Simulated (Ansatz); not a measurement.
H4NO3V, SMILES `[NH2][V](=[O])([OH])[OH]`, relaxed with RKS PBE0-D4/def2-TZVP in Ansatz 0.2.0 from a PBE-D4/def2-SVP geometry. The force threshold is 0.005 eV/Å; the program also tests the step.

Charge 0, multiplicity 1.

Start:

```xyz
9

N     1.266    0.157   -0.619
V    -0.124    0.129    0.580
O     0.431    0.693    1.936
O    -0.702   -1.543    0.843
O    -1.463    1.175    0.016
H     1.263   -0.287   -1.544
H     2.198    0.515   -0.391
H    -1.163   -1.989    0.107
H    -1.706    1.150   -0.928
```

By how much does the energy fall, and how many steps does the optimiser take? (Best estimate.)

Ansatz gave: 0.04 eV, in 10 steps, 1 of them rejected.

Which bonds change most? (Best estimate.)

The calculation gave: N1–H6 from 1.026 to 1.010 Å; O5–H9 from 0.976 to 0.960 Å; V2–O3 from 1.570 to 1.554 Å; N1–H7 from 1.024 to 1.009 Å.

Give the relaxed structure. (An estimate is asked.)

Ansatz gave: 
```xyz
9

N     1.254    0.180   -0.626
V    -0.119    0.103    0.569
O     0.428    0.674    1.907
O    -0.648   -1.577    0.818
O    -1.482    1.094   -0.001
H     1.275   -0.320   -1.503
H     2.153    0.582   -0.407
H    -1.232   -1.994    0.178
H    -1.629    1.260   -0.935
```
